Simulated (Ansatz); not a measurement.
Mulliken charges of `C[S][Ga][CH3]` radical from r2SCAN/def2-TZVPP in Ansatz (PBE0-D4/def2-TZVP geometry).

| atom | x (Å) | y (Å) | z (Å) | charge (e) |
| --- | --- | --- | --- | --- |
| C1 | -0.590 | 1.412 | -0.833 | -0.151 |
| S2 | 0.964 | 1.873 | -0.002 | -0.244 |
| Ga3 | 1.568 | -0.026 | 0.990 | 0.213 |
| C4 | 0.388 | -1.620 | 0.759 | -0.312 |
| H5 | -0.430 | 0.624 | -1.568 | 0.082 |
| H6 | -1.347 | 1.097 | -0.116 | 0.082 |
| H7 | -0.949 | 2.302 | -1.350 | 0.090 |
| H8 | 0.783 | -2.492 | 1.279 | 0.085 |
| H9 | -0.604 | -1.382 | 1.151 | 0.077 |
| H10 | 0.300 | -1.841 | -0.307 | 0.077 |

**Question.** By hand: the dipole of these point charges (1 e Å = 4.8032 D).

**Answer.** Σ q r = (-0.121, -0.282, 0.014) e Å, of length 0.307 e Å = 1.47 D.

**Question.** How does the dipole of the full density compare? (Estimate.)

**Answer.** The calculation gave: (-0.282, -0.336, -0.069) e Å, 2.13 D; the point charges give 0.69 times that, at 20° from its direction.

Point charges leave out the atoms' own dipoles, such as those of lone pairs, and Mulliken's split depends on the basis, so the two needn't agree.
